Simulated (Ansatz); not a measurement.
Geometry optimisation, Ansatz 0.2.0, RKS PBE-D4/def2-SVP.

Input:

```yaml
crystal:
  periodic: [false, false, false]
  atoms:
    - { symbol: Al, position_ang: [-0.0184, 1.6176, 0.8341] }
    - { symbol: O, position_ang: [0.0281, -0.2854, -0.2189] }
    - { symbol: C, position_ang: [-0.4375, -1.5574, -0.5644] }
    - { symbol: F, position_ang: [-0.9278, 2.8054, 0.1497] }
    - { symbol: F, position_ang: [0.3015, 1.5053, 2.4418] }
    - { symbol: H, position_ang: [1.1047, 0.3855, -0.3992] }
    - { symbol: H, position_ang: [1.6145, 1.2136, -0.2492] }
    - { symbol: H, position_ang: [-1.4404, -1.4884, -0.9931] }
    - { symbol: H, position_ang: [0.2356, -1.9848, -1.3127] }
    - { symbol: H, position_ang: [-0.4603, -2.2114, 0.312] }
basis:
  gaussian: { orbitals: def2-SVP }
hamiltonian:
  xc: pbe
  dispersion: d4
relax:
  f_tol: 0.15
  max_steps: 25
  restrain:
    - { distance: [0, 6], at: 2.82, k: 30.0 }
    - { distance: [5, 1], at: 2.27, k: 30.0 }
    - { distance: [0, 1], at: 1.87, k: 30.0 }
    - { distance: [5, 6], at: 0.62, k: 30.0 }
```

Run as:

```bash
$ ansatz run input.yaml --threads 2 --pin off --max-ram 3072MiB --backend cpu --events-out ev --progress --plain --runs-dir out
```

Question: Where does it end, and by what steps?

Answer: It converged. The restraints hold the end off the free minimum. After 13 steps the energy has fallen by 1.146 eV (the restraints' own energy left out); F5 moved furthest, 0.88 Å. Joined: H6–H7.

| step | energy less start (eV) | largest force component (eV/Å) | accepted |
| --- | --- | --- | --- |
| 0 | 0.0000 | 2.811 | yes |
| 1 | 0.1675 | 3.893 | yes |
| 2 | 0.0433 | 4.099 | yes |
| 3 | -0.6520 | 3.434 | yes |
| 4 | -0.9919 | 2.219 | yes |
| 5 | -1.0530 | 2.393 | yes |
| 6 | -1.0571 | 2.308 | yes |
| 7 | -1.0881 | 1.885 | yes |
| 8 | -1.1019 | 1.924 | yes |
| 9 | -1.1162 | 1.882 | yes |
| 10 | -1.1466 | 1.671 | yes |
| 11 | -1.1478 | 1.779 | yes |
| 12 | -1.1538 | 1.689 | yes |
| 13 | -1.1465 | 2.108 | yes |

```xyz
10
Properties=species:S:1:pos:R:3
Al -0.414 1.239 0.660
O -0.533 0.011 -0.654
C -0.509 -1.392 -0.438
F -0.673 2.834 0.271
F -0.164 0.790 2.246
H 1.611 0.764 -0.529
H 2.196 1.139 -0.384
H -1.519 -1.827 -0.586
H 0.172 -1.885 -1.168
H -0.166 -1.674 0.584
```

Whether the end is a true minimum wasn't checked by a vibrational analysis.

Time of the run: 27 s on 2 threads of Arm Neoverse V1, with other jobs on the host, peak memory 0.15 GiB.
